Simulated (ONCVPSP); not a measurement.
# thallium: one change to an ONCV potential, before and after

```json
{"Element": "Tl", "Generator": "ONCVPSP 4.0.1", "Type": "optimised norm-conserving Vanderbilt (ONCV)", "Functional": "LDA (Perdew-Wang 92)", "Relativity": "fully relativistic", "Frozen core": "[Xe] 4f14", "Valence charge": "13", "Reference configuration": "5d10 6s2 6p1", "Partial waves": "6s: rc 2.05 bohr, ncon 5, nbas 8, qcut 3.2 1/bohr, 2 projectors, debl 1.5 Ha; 6p: rc 3.25 bohr, ncon 4, nbas 9, qcut 2.2 1/bohr, 1 projector; 5d: rc 1.95 bohr, ncon 4, nbas 9, qcut 8.7 1/bohr, 1 projector", "Local potential": "polynomial inside 1.80 bohr (lpopt 4, dvloc0 4 Ha)", "Core correction": "Teter function, fcfact 3.25, rcfact 1.35"}
```

Open shells are filled in proportion to 2j + 1.

All-electron outer shells of the reference configuration (LDA (PZ), scalar-relativistic, ld1.x):

| shell | level (eV) | outermost node (bohr) | outermost maximum (bohr) |
| --- | --- | --- | --- |
| 4f | -114.41 | – | 0.36 |
| 5p | -76.26 | 0.50 | 0.90 |
| 5d | -15.62 | 0.53 | 1.11 |
| 6s | -9.83 | 1.04 | 2.08 |
| 6p | -2.58 | 1.23 | 2.91 |

Change: d: qcut 5.5.

Cutoffs: the cutoffs (Ha) at which the residual kinetic energy of the hardest occupied pseudo-wave falls to 1 and 0.1 mHa per electron; they do not see the model core or the augmentation charge, which bear on the density cutoff. Errors are all-electron minus pseudo energies relative to the spin-unpolarised reference configuration.

**Question.** How do hardness, ghosts and transferability respond?

**Answer.** The potential gets harder (24 Ha and 30 Ha → 34 Ha and 80 Ha); of the 3 tests that both files solve, the error grows in 0 and shrinks in 1 by more than 15 % and 0.3 meV (median size 26.9 → 11.7 meV); neither file shows a bound ghost.

| quantity | base | changed |
| --- | --- | --- |
| cutoff, loose | 24 Ha | 34 Ha |
| cutoff, tight | 30 Ha | 80 Ha |
| loose cutoff by channel | s 6.6 Ha, p 1.7 Ha, d 24 Ha | s 6.6 Ha, p 1.7 Ha, d 34 Ha |
| bound ghosts | none | none |
| GHOST(+) flags under 300 eV | s at 94.7 eV | s at 94.7 eV |
| tests with a reliable result | 3 of 4 | 3 of 4 |
| error for 5d10 6s2 6p0, meV [ΔE 5.51 eV] | -4.5 | -4.2 |
| error for 5d10 6s1 6p0, meV [ΔE 26.71 eV] | -27 | -23 |
| error for 5d9 6s2 6p2, meV [ΔE 14.50 eV] | -33 | +12 |
| s: phases at 2.08 bohr within 0.05 rad from the reference energy up to (Ha; the scan ends near 5) | 3.0 | 3.0 |
| p3/2: phases at 3.30 bohr within 0.05 rad from the reference energy up to (Ha; the scan ends near 5) | 0.6 | 0.6 |
| p1/2: phases at 3.30 bohr within 0.05 rad from the reference energy up to (Ha; the scan ends near 5) | 0.6 | 0.6 |
| d5/2: phases at 1.98 bohr within 0.05 rad from the reference energy up to (Ha; the scan ends near 5) | 1.1 | 0.9 |
| d3/2: phases at 1.98 bohr within 0.05 rad from the reference energy up to (Ha; the scan ends near 5) | 0.9 | 0.7 |
| rms error of d²Exc/dni dnj with the model core, mHa | 3.98 | 4.06 |
